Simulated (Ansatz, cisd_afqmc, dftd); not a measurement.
System: HI, charge 0, singlet. HI (iodane, SMILES I).
B3LYP-D3(BJ)/def2-TZVP minimum from Ansatz (a first-principles code):
```
I
H 1 1.6155
```

Property: atomisation energy (electronic, to ground-state atoms), in kcal/mol. Radicals and triplets start from unrestricted determinants; spin-orbit coupling is neglected. Cores are frozen in correlated methods (noble-gas shells, and filled d and f shells in the p block). Past Kr the def2 sets carry scalar-relativistic core potentials. AFQMC is phaseless with a CISD trial state; ± is one standard error, without the phaseless bias. Outlying blocks are dropped, and bars are widened where a walk drifts. Over all cases where full CI ran beside it in this data, AFQMC minus full CI had a median of +0.1 mEh and passed +0.4 mEh in a tenth of the cases. CBS(X,Y): correlation extrapolated as X^-3, Hartree-Fock from the larger set. A bracket is a step between two methods taken in the basis named. For partners of very few electrons the exact lower level stands in for a higher one. Spin-orbit terms, left out, reach several kcal/mol for Br and I, and more for heavier atoms.

```json
[
 {"level": "HF/def2-SVP", "program": "Ansatz", "atomisation energy (kcal/mol)": "…"},
 {"level": "PBE-D3(BJ)/def2-TZVPD", "program": "Ansatz + dftd3", "atomisation energy (kcal/mol)": "79.5"},
 {"level": "PBE-D4/def2-TZVPD", "program": "Ansatz + dftd4", "atomisation energy (kcal/mol)": "79.4"},
 {"level": "r2SCAN/def2-TZVPD", "program": "Ansatz", "atomisation energy (kcal/mol)": "78.8"},
 {"level": "B3LYP-D3(BJ)/def2-TZVPD", "program": "Ansatz + dftd3", "atomisation energy (kcal/mol)": "79.0"},
 {"level": "B3LYP-D4/def2-TZVPD", "program": "Ansatz + dftd4", "atomisation energy (kcal/mol)": "78.8"},
 {"level": "B3LYP/def2-TZVPD", "program": "Ansatz", "atomisation energy (kcal/mol)": "78.5"},
 {"level": "PBE0-D3(BJ)/def2-TZVPD", "program": "Ansatz + dftd3", "atomisation energy (kcal/mol)": "78.0"},
 {"level": "CAM-B3LYP-D3(BJ)/def2-TZVPD", "program": "Ansatz + dftd3", "atomisation energy (kcal/mol)": "78.3"},
 {"level": "B2GP-PLYP-D4/def2-TZVPD", "program": "Ansatz + dftd4", "atomisation energy (kcal/mol)": "76.5"},
 {"level": "MP2/def2-TZVPP", "program": "Ansatz", "atomisation energy (kcal/mol)": "75.7"},
 {"level": "CCSDTQ/def2-TZVPP", "program": "Ansatz", "atomisation energy (kcal/mol)": "…"},
 {"level": "AFQMC/CISD/def2-TZVPP", "program": "cisd_afqmc", "atomisation energy (kcal/mol)": "77.9 ± 0.2"},
 {"level": "CCSD(T)/CBS(def2-TZVPP,def2-QZVPP) + [AFQMC/CISD - CCSD(T)]/def2-TZVPP", "program": "Ansatz + cisd_afqmc", "atomisation energy (kcal/mol)": "80.2 ± 0.2"},
 {"level": "CCSD(T)/CBS(def2-TZVPP,def2-QZVPP) + [CCSDT(Q) - CCSD(T)]/def2-QZVPP", "program": "Ansatz", "atomisation energy (kcal/mol)": "79.9"},
 {"level": "CCSD(T)/CBS(def2-TZVPP,def2-QZVPP) + [CCSDT(Q) - CCSD(T)]/def2-QZVPP + [CCSDTQ - CCSDT(Q)]/def2-TZVPP", "program": "Ansatz", "atomisation energy (kcal/mol)": "79.9"}
]
```

### Question
Fill in the missing entries.

### Answer

- HF/def2-SVP, atomisation energy (kcal/mol): 51.8
- CCSDTQ/def2-TZVPP, atomisation energy (kcal/mol): 77.6
